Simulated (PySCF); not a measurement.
Isomers of C4H11ClOSi2. Theory: TDDFT CAM-B3LYP/def2-SVPD, vertical, gas phase, core orbitals frozen in the response in PySCF. Geometries: PBE0-D3(BJ)/def2-SVP; one conformer of each isolated species. Triplets are in the Tamm–Dancoff approximation.

A. `[SiH3]O[Si@@H](Cl)CC1CC1`
B. `ClC[SiH2]O[SiH2]C1CC1`
C. `[SiH3]C[Si@]1(Cl)CCCO1`
D. `C(Cl)[Si@@]1(C)CC[SiH2]O1`

Lowest singlet levels (six at most, fewer where fewer were computed) with oscillator strengths:

1. 6.76 eV (f 0.022); 7.21 eV (f 0.005); 7.35 eV (f 0.002); 7.56 eV (f 0.006); 7.68 eV (f 0.001); 8.02 eV (f 0.020); T1 6.12 eV
2. 7.72 eV (f 0.003); 7.84 eV (f 0.087); 8.20 eV (f 0.035); 8.21 eV (f 0.157); 8.29 eV (f 0.003); 8.33 eV (f 0.042); T1 7.51 eV
3. 6.70 eV (f 0.019); 7.21 eV (f 0.006); 7.33 eV (f 0.004); 7.52 eV (f 0.013); 7.71 eV (f 0.006); 7.74 eV (f 0.003); T1 6.04 eV
4. 7.34 eV (f 0.007); 7.61 eV (f 0.007); 7.73 eV (f 0.015); 7.89 eV (f 0.002); 8.04 eV (f 0.006); 8.12 eV (f 0.002); T1 7.06 eV

**Question.** Which spectrum belongs to which structure?

**Answer.** 1 = B, 2 = C, 3 = D, 4 = A.
- A: S1 at 7.34 eV, HOMO→LUMO (58%), HOMO-2→LUMO (11%); Löwdin shares by element: HOMO carbon 53% or more, silicon 10% or more (atoms not listed hold the other 37%); LUMO silicon 43%, oxygen 12%, hydrogen 9% or more (atoms not listed hold the other 35%); HOMO -9.16 and LUMO 0.89 eV.
- B: S1 at 6.76 eV, HOMO→LUMO (63%), HOMO→LUMO+3 (16%); Löwdin shares by element: HOMO chlorine 47%, carbon 20% or more, silicon 10% or more, oxygen 8%; LUMO silicon 32%, chlorine 16%, oxygen 9% (atoms not listed hold the other 43%); HOMO -9.48 and LUMO 0.70 eV.
- C: S1 at 7.72 eV, HOMO→LUMO (68%), HOMO→LUMO+1 (14%); Löwdin shares by element: HOMO oxygen 48%, carbon 14% or more, chlorine 13%, hydrogen 8% or more (atoms not listed hold the other 17%); LUMO silicon 30%, chlorine 11%, carbon 9% or more (atoms not listed hold the other 50%); HOMO -9.57 and LUMO 0.91 eV.
- D: S1 at 6.70 eV, HOMO→LUMO (44%), HOMO→LUMO+1 (24%), HOMO→LUMO+2 (12%); Löwdin shares by element: HOMO chlorine 39%, carbon 20% or more, silicon 10% or more, oxygen 10% (atoms not listed hold the other 20%); LUMO silicon 27%, chlorine 15%, oxygen 10% (atoms not listed hold the other 49%); HOMO -9.30 and LUMO 0.85 eV.
B and D have S1 within 0.06 eV of each other; their strongest listed levels stand at 6.76 eV (f 0.022) and 6.70 eV (f 0.019).

Without π bonds the low states are Rydberg-like; a valence basis with one diffuse set may place them up to an eV too high.
